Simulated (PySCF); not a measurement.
From a computed spectrum to the compound

A species of 16 atoms with charge 0 has these harmonic modes (PBE0, small Gaussian bases with core potentials, PySCF 2.14.0):

| cm⁻¹ | km/mol | symmetry |
| --- | --- | --- |
| 94 | 0.5 | e |
| 94 | 0.5 | e |
| 116 | 8.4 | a |
| 174 | 12.0 | e |
| 174 | 12.0 | e |
| 198 | 0.2 | a |
| 226 | 0.9 | a |
| 270 | 35.5 | e |
| 270 | 35.5 | e |
| 316 | 72.6 | e |
| 316 | 72.6 | e |
| 328 | 2.1 | a |
| 510 | 46.5 | a |
| 571 | 90.7 | e |
| 571 | 90.7 | e |
| 940 | 21.8 | e |
| 940 | 21.8 | e |
| 955 | 0.6 | a |
| 1037 | 67.8 | e |
| 1037 | 67.8 | e |
| 1048 | 0.0 | a |
| 1113 | 26.9 | e |
| 1113 | 26.9 | e |
| 1115 | 1.8 | a |
| 1136 | 2.5 | a |
| 1145 | 3.3 | e |
| 1145 | 3.3 | e |
| 1255 | 2.7 | e |
| 1255 | 2.7 | e |
| 1286 | 19.7 | a |
| 1994 | 312.2 | e |
| 1994 | 312.2 | e |
| 2042 | 4.8 | a |
| 2398 | 18.1 | e |
| 2398 | 18.1 | e |
| 2399 | 19.9 | a |
| 2508 | 3.0 | a |
| 2510 | 69.1 | e |
| 2510 | 69.1 | e |
| 2584 | 66.3 | a |
| 2586 | 8.6 | e |
| 2586 | 8.6 | e |

Question: Which species is it, and in which structure?

Answer: Bi(BH4)3 (singlet):
```xyz
16

Bi    0.0000    0.0000    0.1322
B     2.3870    0.0135   -0.5851
H     3.1410    0.1135   -1.5342
H     2.6206   -0.8730    0.2193
H     1.3946   -0.3472   -1.3493
H     2.1887    1.1235   -0.0823
B    -1.2052    2.0604   -0.5851
H    -1.6688    2.6634   -1.5342
H    -0.5543    2.7060    0.2193
H    -0.3966    1.3814   -1.3493
H    -2.0674    1.3337   -0.0823
B    -1.1818   -2.0739   -0.5851
H    -1.4722   -2.7769   -1.5342
H    -2.0663   -1.8330    0.2193
H    -0.9980   -1.0342   -1.3493
H    -0.1214   -2.4573   -0.0823
```
Ideal gas at 298.15 K and 1 bar: S = 403.9 J/(mol K), Cp = 156.4 J/(mol K), H − H(0 K) = 29.8 kJ/mol (rigid rotor, harmonic modes, spin degeneracy alone). 
 Other answers can fit too; this one was computed.
